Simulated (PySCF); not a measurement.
Isomers of C6H12N2, mass 112.100 u with the commonest isotopes. Method: PBE0/pcSseg-1 in PySCF (dipole) on a GFN2-xTB geometry, gas phase. One conformer each, none proved a minimum here; rigid rotors.

Question: Order these by out-of-plane moment Σ m c² = (Ia + Ib − Ic)/2, smallest first.
A. `[CH2:1]=[CH:2][CH2:3][NH:4][N:5]([CH3:6])[CH:7]=[CH2:8]` with C1–C2–C3–N4 -133°, C2–C3–N4–N5 -178°, C3–N4–N5–C6 121°, N4–N5–C7–C8 11°
B. `[CH3:1]/[CH:2]=[N:3]\[N:4]=[CH:5]/[CH:6]([CH3:7])[CH3:8]` with C2–N3–N4–C5 -102°, N4–C5–C6–C7 111°
C. `[CH3:1][CH2:2][CH2:3][N:4]1[CH2:5][CH2:6][CH:7]=[N:8]1` with C1–C2–C3–N4 175°, C2–C3–N4–C5 75°, C3–N4–C5–C6 155°, N4–C5–C6–C7 -10°, C5–C6–C7–N8 5°, C3–N4–N8–C7 -153°
D. `[CH2:1]=[CH:2]/[C:3]([CH2:4][CH2:5][CH3:6])=[N:7]/[NH2:8]` with C1–C2–C3–C4 -4°, C2–C3–C4–C5 91°, C3–C4–C5–C6 179°, C3–N7–N8–H 22° and 162°

Answer: C (13.72 u·Å²), A (14.50 u·Å²), D (16.60 u·Å²), B (37.54 u·Å²).

Question: Order these by dipole moment, largest first.
A. `[CH2:1]=[CH:2]/[C:3]([CH2:4][CH2:5][CH3:6])=[N:7]/[NH2:8]` with C1–C2–C3–C4 -4°, C2–C3–C4–C5 91°, C3–C4–C5–C6 179°, C3–N7–N8–H 22° and 162°
B. `[CH2:1]=[CH:2][CH2:3][NH:4][N:5]([CH3:6])[CH:7]=[CH2:8]` with C1–C2–C3–N4 -133°, C2–C3–N4–N5 -178°, C3–N4–N5–C6 121°, N4–N5–C7–C8 11°
C. `[CH3:1][CH2:2][CH2:3][N:4]1[CH2:5][CH2:6][CH:7]=[N:8]1` with C1–C2–C3–N4 175°, C2–C3–N4–C5 75°, C3–N4–C5–C6 155°, N4–C5–C6–C7 -10°, C5–C6–C7–N8 5°, C3–N4–N8–C7 -153°

Answer: A (2.41 D), C (2.06 D), B (0.62 D).

Question: Order these by rotational constant B, smallest first.
A. `[CH3:1][CH2:2][CH2:3][N:4]1[CH2:5][CH2:6][CH:7]=[N:8]1` with C1–C2–C3–N4 175°, C2–C3–N4–C5 75°, C3–N4–C5–C6 155°, N4–C5–C6–C7 -10°, C5–C6–C7–N8 5°, C3–N4–N8–C7 -153°
B. `[CH2:1]=[CH:2][CH2:3][NH:4][N:5]([CH3:6])[CH:7]=[CH2:8]` with C1–C2–C3–N4 -133°, C2–C3–N4–N5 -178°, C3–N4–N5–C6 121°, N4–N5–C7–C8 11°
C. `[CH2:1]=[CH:2]/[C:3]([CH2:4][CH2:5][CH3:6])=[N:7]/[NH2:8]` with C1–C2–C3–C4 -4°, C2–C3–C4–C5 91°, C3–C4–C5–C6 179°, C3–N7–N8–H 22° and 162°

Answer: A (1053 MHz), B (1133 MHz), C (1626 MHz).

```
         SMILES  point group  Ia (u·Å²)  Ib (u·Å²)  Ic (u·Å²)      κ  μa (D)  μb (D)  μc (D)
   C=CCNN(C)C=C           C1     143.24     446.11     560.35  -0.82    0.27    0.55    0.12
 C=C/C(CCC)=N/N           C1     237.39     310.89     515.08   0.12    2.05    1.19    0.43
    CCCN1CCC=N1           C1      81.61     479.94     534.11  -0.96    0.19    1.99    0.50
C/C=N\N=C/C(C)C           C1     140.61     438.08     503.61  -0.88    0.51    2.21    0.55
```
